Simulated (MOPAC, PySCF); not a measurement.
HBF$_{2}$, SMILES `FBF`, neutral singlet in the gas phase. 

Z-matrix (Å, degrees):
```
B
F 1 1.3132
F 1 1.3132 2 118.07
H 1 1.1911 2 120.96 3 -180.00
```
Charge 0, multiplicity 1.

All levels are single points at this geometry (PBE0-D3(BJ)/def2-TZVP); Pople sets use spherical d functions. Orbital energies aren't observables, and empty levels follow the basis.

| level | HOMO (eV) | LUMO (eV) | gap (eV) | dipole (D) | vertical IE, Delta-SCF (eV) |
|---|---|---|---|---|---|
| B3LYP-D3(BJ)/def2-TZVP in PySCF | -10.64 | -0.63 | 10.02 | 0.89 | – |
| M06-2X/def2-TZVP in PySCF | -12.50 | 0.56 | 13.07 | 0.99 | – |
| PBE-D3(BJ)/def2-TZVP in PySCF | -9.11 | -1.36 | 7.74 | 0.76 | – |
| PBE/6-31G* in PySCF | -8.67 | -0.72 | 7.95 | 0.53 | 13.24 |
| HF/6-31G* in PySCF | -15.05 | 4.32 | 19.37 | 1.00 | 14.06 |
| AM1 in MOPAC | -12.54 | 1.87 | 14.42 | 1.01 | – |
